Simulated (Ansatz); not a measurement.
Reaction (redistribution): `[Cl][GeH]([Cl])[Cl]` + `C[SiH](S)CCl` → `[SH][GeH]([Cl])[Cl]` + `C[SiH](Cl)CCl`

Gas-phase electronic energies from Ansatz, PBE0-D4/def2-TZVP geometries. CCSD(T)/CBS is the MP2 limit (def2-TZVPP, def2-QZVPP) plus CCSD(T) − MP2 in def2-TZVPP, frozen cores. For Ge outer-core shells are correlated without core-valence functions, which leaves a few kJ/mol of doubt a bond. Scalar relativity is left out up to krypton. One conformer a species, not always the lowest.

`[Cl][GeH]([Cl])[Cl]`:

```xyz
5

Cl   -1.977    0.160   -0.630
Ge    0.080    0.055   -0.102
Cl    0.364    1.118    1.717
Cl    0.589   -1.984    0.223
H     0.944    0.650   -1.208
```

`C[SiH](S)CCl`:

Cartesian coordinates in Å:
```
C 0.709 1.398 -0.871
Si -0.456 0.264 0.040
S -0.478 0.893 2.080
C 0.138 -1.522 -0.071
Cl -0.983 -2.595 0.814
H 0.363 2.432 -0.812
H 0.767 1.122 -1.927
H 1.715 1.351 -0.447
H -1.820 0.307 -0.546
H -1.249 -0.134 2.476
H 0.167 -1.869 -1.106
H 1.127 -1.649 0.369
```

`[SH][GeH]([Cl])[Cl]`:

Cartesian coordinates in Å:
```
S 0.811 -1.579 0.262
Ge -0.265 0.267 -0.253
Cl -0.160 0.413 -2.379
Cl 0.702 1.977 0.600
H 0.641 -1.385 1.582
H -1.729 0.308 0.187
```

`C[SiH](Cl)CCl`:

```xyz
11

C    -1.244    0.980   -0.065
Si    0.296    0.216    0.625
Cl   -0.122   -0.650    2.455
C     0.948   -1.161   -0.471
Cl    1.381   -0.447   -2.053
H    -1.603    1.776    0.590
H    -2.036    0.233   -0.163
H    -1.042    1.405   -1.051
H     1.373    1.210    0.839
H     1.844   -1.624   -0.058
H     0.204   -1.938   -0.647
```

| species | HF/def2-QZVPP energy (Eh) |
| --- | --- |
| `[Cl][GeH]([Cl])[Cl]` | -3454.70673 |
| `C[SiH](S)CCl` | -1225.92739 |
| `[SH][GeH]([Cl])[Cl]` | -3393.30130 |
| `C[SiH](Cl)CCl` | -1287.34179 |

Question: Work out ΔE.

Answer: ΔE = (-3393.30130) + (-1287.34179) − (-3454.70673) − (-1225.92739) = -0.00897 Eh = -0.24 eV. CCSD(T)/CBS gives -0.23 eV.

Largest T1 diagnostic among the species: 0.010.
